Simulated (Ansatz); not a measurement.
All values below come from Ansatz (a quantum-chemistry and plane-wave program) with frozen-core CCSD(T)/def2-TZVPP // CAM-B3LYP-D3(BJ)/def2-TZVP.

Ansatz 0.2 input:
```yaml
crystal:
  periodic: [false, false, false]
  atoms:
    - { symbol: N, position_ang: [-1.669156, -0.510282, -0.306753] }
    - { symbol: Sn, position_ang: [0.019685, 0.459949, 0.051531] }
    - { symbol: N, position_ang: [1.617051, -0.704586, 0.170764] }
    - { symbol: F, position_ang: [-0.352482, 1.498139, 1.612332] }
    - { symbol: F, position_ang: [0.492986, 1.781832, -1.245032] }
    - { symbol: H, position_ang: [-2.508308, 0.026271, -0.139322] }
    - { symbol: H, position_ang: [-1.729175, -0.975494, -1.200915] }
    - { symbol: H, position_ang: [1.629351, -1.358667, 0.939907] }
    - { symbol: H, position_ang: [2.500048, -0.217164, 0.117489] }
basis:
  gaussian: { orbitals: def2-TZVPP }
correlation:
  method: ccsd_t
```

Output:

```
Functional definition: HF
1580 factors; integrals over basis functions are off by at most 1.0e-3 eV
mean field evaluation 1: about -14244.3698 eV, gradient 5.8e1 eV
mean field evaluation 2: about -14244.5409 eV, gradient 5.8e1 eV
mean field evaluation 4: about -14250.1878 eV, gradient 3.0e0 eV
mean field evaluation 8: about -14250.2430 eV, gradient 3.2e-1 eV
mean field evaluation 16: about -14244.3696 eV, gradient 5.8e1 eV
mean field -14250.24332758 eV, -523.6867831268 hartree, gradient 3.0e-6 eV, S^2 0.000000; 0 other end points of the search recorded, 0 dependent functions left out
8 core orbitals not correlated
reference -14250.24332758 eV, -523.6867831268 hartree; 21, 21 occupied and 201, 201 virtual orbitals, 1580 factors
second order -34.13528457 eV of doubles, -0.00000000 eV of singles
cycle   1  -33.33872200 eV  change    8.0e-1 eV  update   1.3e-1
cycle   2  -34.05184017 eV  change   -7.1e-1 eV  update   4.0e-2
cycle   3  -34.22709219 eV  change   -1.8e-1 eV  update   2.0e-2
cycle   4  -34.21360633 eV  change    1.3e-2 eV  update   5.3e-3
cycle   5  -34.20687651 eV  change    6.7e-3 eV  update   1.9e-3
cycle   6  -34.20817485 eV  change   -1.3e-3 eV  update   8.1e-4
cycle   7  -34.20815216 eV  change    2.3e-5 eV  update   2.9e-4
cycle   8  -34.20794710 eV  change    2.1e-4 eV  update   1.4e-4
cycle   9  -34.20799700 eV  change   -5.0e-5 eV  update   5.8e-5
cycle  10  -34.20804110 eV  change   -4.4e-5 eV  update   2.2e-5
perturbative correction -1.13467554 eV, -0.0416985569 hartree
Total energy: -14285.58604422 eV, -524.9856040072 hartree
```

Cost: around 6 core-minutes (rough).
